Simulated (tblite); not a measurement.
Species: C₆H₈Ge.
Cartesian coordinates in Å at the GFN2-xTB level; atoms count from 1:
```xyz
15
C6H8Ge angstrom
C      2.442   -0.686    0.385
C      2.075    0.108   -0.606
Ge     0.221    0.285   -1.223
C     -1.009   -1.138   -0.681
C     -1.958   -0.610    0.097
C     -1.903    0.825    0.355
C     -0.908    1.521   -0.201
H      1.725   -1.303    0.905
H      3.465   -0.762    0.722
H      2.815    0.715   -1.110
H      0.227    0.578   -2.708
H     -0.975   -2.187   -0.922
H     -2.759   -1.187    0.540
H     -2.667    1.268    0.981
H     -0.795    2.582   -0.061
```

Computed values, GFN2-xTB/tblite, gas phase, harmonic and unscaled. Errors from tens to a few hundred cm⁻¹ against measured bands are possible. Modes of hydrogen on germanium can be 10 to 20 % off. One conformer, not necessarily the lowest.

Harmonic wavenumbers (cm⁻¹): 33.7, 71.6, 113.1, 250.6, 336.9, 378.3, 381.2, 485.7, 530.2, 544.7, 579.6, 639.3, 680.6, 715.4, 772.9, 778.0, 909.1, 912.3, 912.9, 981.3, 990.7, 1018.9, 1107.0, 1108.9, 1238.0, 1248.2, 1308.0, 1401.0, 1547.9, 1617.7, 1654.5, 1904.8, 3030.5, 3040.4, 3050.1, 3064.9, 3088.9, 3091.1, 3092.5.

A = 3392, B = 1467, C = 1362 MHz; mass 153.984 u (most abundant isotopes); point group C1, symmetry number 1.

Problem. What is the zero-point energy?

Solution. Half the sum of the wavenumbers: 24306 cm⁻¹ = 69.49 kcal/mol.

Problem. Give the ideal-gas entropy at 298.15 K and 1 bar in the rigid-rotor, harmonic-oscillator model (classical rotation).

Solution. Translation 41.03, rotation 28.25, vibration 22.68: S = 92.0 cal/(mol K).

Problem. And Cp and H(298.15 K) − H(0)?

Solution. Cp = 32.84 cal/(mol K), of which vibrations give 24.90 (their classical limit is 39 R = 77.5); H(298.15 K) − H(0) = 5.89 kcal/mol without the zero-point energy, 3.52 from vibrations.

Problem. Blend soft modes into free rotors: weight 1/[1 + (100 cm⁻¹/ν̃)⁴] for the oscillator and the rest for a rotor with moment μB/(μ + B), μ = h/(8π²ν), B = 10⁻⁴⁴ kg m². What vibrational entropy results?

Solution. 20.15 cal/(mol K) in place of 22.68, which changes −T·S at 298.15 K by +0.76 kcal/mol.

Problem. Which modes carry the vibrational entropy at 298.15 K?

Solution. 33.7 cm⁻¹: 5.60; 71.6 cm⁻¹: 4.11; 113.1 cm⁻¹: 3.21; 250.6 cm⁻¹: 1.73; 336.9 cm⁻¹: 1.23; 378.3 cm⁻¹: 1.05 cal/(mol K); the other 33 give 5.76 together.

Problem. How do the functions run with temperature in this model?

Solution. 
| T (K) | S (cal/(mol K)) | Cp (cal/(mol K)) | H − H(0) (kcal/mol) | G − H(0) (kcal/mol) | ln q(vib) |
| --- | --- | --- | --- | --- | --- |
| 100 | 67.8 | 15.2 | 1.18 | -5.60 | 1.66 |
| 200 | 80.8 | 23.7 | 3.11 | -13.05 | 3.57 |
| 300 | 92.2 | 33.0 | 5.95 | -21.70 | 5.52 |
| 500 | 112.7 | 47.7 | 14.12 | -42.24 | 9.58 |
| 800 | 138.3 | 60.7 | 30.57 | -80.04 | 15.53 |
| 1000 | 152.4 | 66.1 | 43.28 | -109.14 | 19.22 |

q(vib) and H(0) count from the zero-point level.

Problem. What must be added to the electronic energy to get the Gibbs energy at 298.15 K and 1 bar?

Solution. ZPE + [H(298.15 K) − H(0)] − T·S = 69.49 + 5.89 − 27.42 = 47.96 kcal/mol.

Hindered rotation and anharmonicity are outside this model. Other conformers, if any are populated, would add a mixing term that is left out. The structure is chiral; the term R ln 2 for an equal mix with its mirror image is left out.

Time: 0.37 s. Hardware: one thread of an Arm Neoverse V2, shared host with 32 logical CPUs at a one-minute load of 21. The figure is for the frequency step alone.
